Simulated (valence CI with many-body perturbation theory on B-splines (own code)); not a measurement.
Results of a calculation; reference values are marked as such.
Sensitivity of CI+MBPT for Tc³⁰⁺

Method: configuration interaction combined with many-body perturbation theory (CI+MBPT): three valence electrons over a frozen Dirac-Fock core [Ne], radial functions for each j: 6 s, 6 p, 5 d, 3 f, 1 g, with the one-electron correlation potential Σ1, the two-electron term Σ2, the three-electron term Σ3, Breit, model QED; selected CI, second order for the rest, scaled by the run's own slope (own B-spline code, finite nucleus).

No measured spectrum was set against this ion. As an estimate, large intervals hold to a few tenths of a per cent, small ones and those within an open d or f shell to about a per cent.

The reference run has the lowest level (3s^2 3p1/2) J=1/2 and an ionisation energy of 1704.80 eV. Its largest variational space holds 2878 state functions.

Levels are named by their leading jj configuration (3d3/2^4 stands for four electrons in 3d with j = 3/2), which in mixed levels can hold well under half, so a name can repeat and another be missing. Letters in brackets count levels of one name in rising energy.

Changed runs:
A. scale of Σ1 1 → 0.9; lowest core n in screening and Σ2 1 → 1
B. natural orbitals for correlation on → off; scale of Σ1 1 → 0
C. lowest core n in screening and Σ2 1 → 4
D. size limit of the variational space 10000 → 100; second order for the rest on → off (bad on purpose)

Excitation energies of the reference run in cm⁻¹, and shifts in cm⁻¹:

| Level | Reference | A | B | D |
| --- | --- | --- | --- | --- |
| (3s^2 3p3/2) J=3/2 | 228184 | -37 | -423 | +395 |
| (3s 3p1/2^2) J=1/2 | 561982 | +146 | +904 | -401 |
| (3s 3p1/2 3p3/2) J=3/2 [a] | 709316 | +115 | +167 | -307 |
| (3s 3p1/2 3p3/2) J=5/2 | 768013 | +110 | +538 | +377 |
| (3s 3p1/2 3p3/2) J=3/2 [b] | 863380 | +109 | +1231 | +1156 |
| (3s 3p1/2 3p3/2) J=1/2 | 937186 | +118 | +2080 | +1066 |
| (3s 3p3/2^2) J=5/2 | 977267 | +76 | +319 | +557 |
| (3s^2 3d3/2) J=3/2 | 1138990 | +96 | +1915 | +1929 |
| (3s 3p3/2^2) J=1/2 | 1166820 | +78 | +1945 | +1119 |
| (3s 3p3/2^2) J=3/2 | 1216920 | +86 | +2185 | +2318 |
| (3s^2 3d5/2) J=5/2 | 1222290 | +70 | +2039 | +1569 |
| (3p1/2^2 3p3/2) J=3/2 | 1469190 | +258 | +2560 | +1135 |
| Ionisation energy (eV) | 1704.80 | -0.09 | -1.09 | -0.20 |

Run C: It gave no result: the setting left no core shell for the response of the core. The program said: "need at least one array to concatenate".
